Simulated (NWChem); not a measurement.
Molecule: C$_{3}$H$_{5}$FO; SMILES C(=C\F)/OC

```xyz
10

C     -0.2917     2.2528    -0.0974
O      0.4760     1.1221     0.2167
C     -0.1949    -0.0483     0.2027
C      0.4095    -1.1928    -0.1174
F     -0.2392    -2.3554    -0.0423
H      0.3472     3.1335     0.0489
H     -1.1735     2.3414     0.5645
H     -0.6406     2.2345    -1.1457
H     -1.2509    -0.0403     0.5063
H      1.4532    -1.2712    -0.4314
```
Atoms are numbered in this order, from 1.

Level: PBE0/def2-SVP (NWChem), optimised geometry, unscaled harmonic frequencies. 

**Question.** List the harmonic frequencies with IR intensities, and the thermochemistry.

**Answer.** 
```csv
frequency (cm⁻¹),IR intensity (km/mol)
82,4.0
176,0.4
207,1.2
357,9.2
463,6.0
536,5.1
833,8.0
925,54.6
1075,25.7
1177,10.2
1178,7.6
1214,150.3
1286,59.4
1297,9.1
1327,320.7
1461,12.2
1472,3.5
1481,15.0
1805,2.9
3015,65.4
3094,41.0
3160,15.7
3177,13.8
3239,6.6
```

The zero-point energy comes out as 48.6 kcal/mol and the thermal correction to the enthalpy at 298.15 K (with zero-point energy) is 52.9 kcal/mol. The heat capacity Cv is 18.4 cal/(mol K) and the entropy at 298.15 K and 1 atm (symmetry number 1) comes out as 75.5 cal/(mol K). The dipole moment is 2.09 D.

Rigid rotor and harmonic oscillator; modes under 100 cm⁻¹ make the entropy uncertain.
